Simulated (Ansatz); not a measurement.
`CSB[SiH2]O`, charge 0, multiplicity 1.

(1) Give a relaxed structure at PBE0-D4/def2-TZVP (Ansatz 0.2.0). (An estimate is asked.)

## Answers

(1) Ansatz gave: 
Z-matrix (Å, degrees):
```
C
S 1 1.810
H 1 1.090 2 109.1
H 1 1.090 2 108.8 3 -118.9
H 1 1.088 2 109.7 3 120.6
B 2 1.748 1 107.4 3 -117.3
Si 6 2.008 2 117.6 1 178.1
H 6 1.197 2 119.6 1 -0.8
O 7 1.656 6 114.1 2 2.4
H 7 1.487 6 111.0 2 121.3
H 7 1.496 6 108.0 2 -121.2
H 9 0.958 7 116.9 6 -43.8
```
This is one stationary point; other conformers may exist.
